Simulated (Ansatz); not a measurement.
Computed with Ansatz on PBE0-D4/def2-TZVP structures; ΔE is electronic, products minus reactants. CCSD(T)/CBS adds triple-zeta CCSD(T) − MP2 to the extrapolated MP2 energy (def2 sets, frozen cores). Functionals use def2-TZVPP. B3LYP here is the variant with VWN-RPA as its local correlation; programs differ in this. Elements past krypton have def2 core potentials. For Br, Ga, In outer-core shells are correlated without core-valence functions, which leaves a few kJ/mol of doubt a bond. Scalar relativity is left out up to krypton. Each species was taken in one conformer, which may not be the lowest.

Reaction (redistribution): `[OH][Ga]([Cl])[O][SiH3]` + `[CH3][InH][Br]` → `[OH][Ga]([Cl])[Br]` + `[CH3][InH][O][SiH3]`

Task: Is it downhill or uphill in electronic energy at CCSD(T)/CBS, and by how much? (Best estimate.)

Result: Computed: Uphill: ΔE = +33.4 kJ/mol.

Task: What do these levels give: B3LYP-D4, B2PLYP, r2SCAN, PBE0, HF/def2-TZVPP, MP2/CBS(def2)? (Estimate.)

Result: Ansatz gave: B3LYP-D4 34.0, B2PLYP 35.2, r2SCAN 33.2, PBE0 35.1, HF/def2-TZVPP 49.7, MP2/CBS(def2) 33.6 kJ/mol.

Largest T1 diagnostic among the species: 0.014.

In def2-TZVPP, CCSD(T) changes the Hartree–Fock value by −14.7 kJ/mol (the triples alone add −2.6 kJ/mol) and MP2 by −14.5 kJ/mol. From PBE to PBE0 (25 % exact exchange), in def2-TZVPP and without D4, ΔE moves by +5.8 kJ/mol.
